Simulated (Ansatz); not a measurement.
System: C$_{2}$H$_{3}$Br, charge 0, singlet. C2H3Br (SMILES C=CBr).
B3LYP-D3(BJ)/def2-TZVP minimum from Ansatz (a quantum-chemistry and plane-wave program):
```xyz
6

C     -2.0882     0.4087     0.1306
C     -0.8465     0.8536     0.1001
Br     0.6690    -0.2840    -0.0523
H     -2.3317    -0.6429     0.0705
H     -2.9049     1.1146     0.2190
H     -0.5706     1.8959     0.1579
```

Hartree-Fock and CCSD(T) correlation energies in hartree (Ansatz). UHF or UKS for unpaired electrons; spin-orbit terms are left out. Cores are frozen in correlated methods (noble-gas shells, and filled d and f shells in the p block). No relativity. Spin-orbit terms, left out, reach several kcal/mol for Br and I, and more for heavier atoms.

```csv
basis,X,E(HF),"E(corr, CCSD(T))"
cc-pVTZ,3,-2649.94359,-0.54221
cc-pVQZ,4,-2649.95158,-0.57849
cc-pV5Z,5,-2649.95309,withheld
```

Fit E(corr) = E∞ + A/X³ to X = 3 and 4, predict X = 5, and compare with the run.

A = (-0.54221 - (-0.57849))/(1/27 - 1/64) = 1.6944; E∞ = -0.57849 - A/64 = -0.60496; at X = 5, E∞ + A/125 = -0.59141. The run gave -0.59055, 0.86 mEh above the prediction. The same form on X = 4 and 5 gives E∞ = -0.60320, 1.76 mEh above the first estimate.
